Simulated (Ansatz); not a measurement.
Reaction (cleavage of the Al–Si bond): `O[SiH2][Al]([OH])[OH]` + H₂S → `[OH][Al]([OH])[SH]` + `O[SiH3]`

Program: Ansatz. Geometries: PBE0-D4/def2-TZVP. ΔE: electronic, gas phase. CCSD(T)/CBS is the MP2 limit (def2-TZVPP, def2-QZVPP) plus CCSD(T) − MP2 in def2-TZVPP, frozen cores. This one scheme is used for every species. DFT in def2-TZVPP. B3LYP here is the variant with VWN-RPA as its local correlation; programs differ in this. Each species was taken in one conformer, which may not be the lowest.

CCSD(T)/CBS gives -112.8 kJ/mol.

Task: Another level gave -103.3 kJ/mol. Which?
A. PBE0/def2-TZVPP
B. CCSD/def2-TZVPP
C. HF/def2-TZVPP
D. B3LYP/def2-TZVPP

Result: A. PBE0 -103.3, CCSD/def2-TZVPP -113.0, B3LYP -108.3, HF/def2-TZVPP -126.7 kJ/mol.

Largest T1 diagnostic among the species: 0.013.

From PBE to PBE0 (25 % exact exchange), in def2-TZVPP and without D4, ΔE moves by −8.0 kJ/mol. In def2-TZVPP, CCSD(T) changes the Hartree–Fock value by +14.9 kJ/mol (the triples alone add +1.3 kJ/mol) and MP2 by +4.6 kJ/mol.
